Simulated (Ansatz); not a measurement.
This geometry of CH$_{7}$AlClNSi (12 atoms, charge 0, multiplicity 1) is a first-order saddle point.

All numbers below come from Ansatz, RKS B3LYP/6-31G.

```xyz
12
Properties=species:S:1:pos:R:3
C -0.616 1.067 -1.941
Al -0.441 -0.648 -0.990
N -0.443 -0.717 0.863
Si 0.937 -0.537 1.924
Cl 1.274 1.552 2.629
H 0.110 1.801 -1.568
H -1.612 1.505 -1.780
H -0.470 0.949 -3.020
H -0.289 -2.048 -1.764
H -1.339 -0.795 1.339
H 0.794 -1.317 3.192
H 2.173 -0.866 1.149
```

Problem. Which two structures does it join? (They come from a converged band through this point; their orientation in space is the band's.)

Solution. No bond is made or broken. The dihedral C1–Al2–N3–Si4 goes from -176 to 3°.

Initial state:

```xyz
12
Properties=species:S:1:pos:R:3
C -1.065 0.929 -2.148
Al 0.075 -0.174 -0.977
N -0.140 -0.050 0.834
Si 0.811 -0.852 2.078
Cl 2.406 0.455 2.907
H -0.737 1.978 -2.142
H -2.113 0.915 -1.824
H -1.026 0.578 -3.186
H 1.199 -1.213 -1.440
H -0.844 0.598 1.182
H -0.015 -1.209 3.274
H 1.528 -2.012 1.475
```

Final state:

```xyz
12
Properties=species:S:1:pos:R:3
C -0.055 0.680 -1.974
Al -1.272 -0.080 -0.623
N -0.630 -0.619 1.002
Si 1.008 -0.509 1.632
Cl 1.340 1.324 2.845
H 0.333 -0.104 -2.639
H 0.807 1.186 -1.524
H -0.584 1.405 -2.604
H -2.843 -0.328 -0.809
H -1.318 -0.983 1.660
H 1.322 -1.629 2.572
H 1.969 -0.398 0.496
```

Problem. How far does it lie above each of them?

Solution. 9.1 kcal/mol above the first and 9.0 kcal/mol above the second. This is the barrier of this one path; another mechanism may lie lower. Limits of this set-up: no polarisation functions.

Time of the run: 12 min on 1 thread of Intel(R) Xeon(R) Platinum 8559C (Emerald Rapids), on a shared host, peak memory 0.21 GiB.
